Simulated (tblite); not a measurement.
Run record: tight-binding relaxation, `Nc1ccccc1C=O` (2-aminobenzaldehyde).

Computed with GFN2-xTB geometry optimisation, gas phase (tblite 0.8.0). Start geometry: from a force field or distance geometry. A driver script takes a list of jobs; this job's settings line and coordinates (Å) are shown.

Command:
```bash
OMP_NUM_THREADS=1 python probes_run.py task.json out
```

Input:
```
{"job": {"kind": "relax", "xc": "GFN2-xTB", "basis": "xTB"}, "charge": 0, "multiplicity": 1}
N     -1.169500    -1.863600     0.059000
C     -0.254600    -0.827500    -0.023500
C      1.123800    -1.148800    -0.026700
C      2.085400    -0.132800    -0.053800
C      1.706000     1.197500    -0.021200
C      0.349700     1.534900     0.005000
C     -0.618700     0.528800     0.017200
C     -2.034600     0.958300     0.063000
O     -2.981500     0.171500     0.009200
H     -0.928400    -2.823600    -0.102200
H     -2.169400    -1.604000     0.014300
H      1.429500    -2.188000    -0.026300
H      3.134700    -0.407000    -0.053700
H      2.469000     1.978100    -0.041100
H      0.069100     2.593600     0.027800
H     -2.218100     2.041600     0.141700
```

Output:
```
step      E/eV     max force
  0    -694.24030    1.821
  1    -694.32059    1.266
  2    -694.35190    0.461
  3    -694.36590    0.480
  4    -694.37956    0.278
  5    -694.38630    0.195
  6    -694.38923    0.175
  7    -694.39330    0.126
  8    -694.39469    0.077
  9    -694.39531    0.061
... (15 lines left out)
 25    -694.39926    0.024
 26    -694.39932    0.016
 27    -694.39936    0.025
 28    -694.39942    0.026
 29    -694.39948    0.018
 30    -694.39952    0.014
 31    -694.39955    0.011
 32    -694.39957    0.013
 33    -694.39959    0.012
 34    -694.39961    0.009
```

«max force» is the largest atomic force in eV/Å.

Problem. From which step on does the largest force stay under 0.1 eV/Å, and how much energy is left to gain from there?

Solution. From step 8 (0.077 eV/Å), 4.9 meV above the end.

Summary of the converged run: energy lowered by 3.7 kcal/mol over 34 steps; largest atomic force 0.009 eV/Å at the end.

Hardware: an x86-64 server with one thread (shared host).
Labels such as C1 count atoms from 1, the log's own numbers from 0.
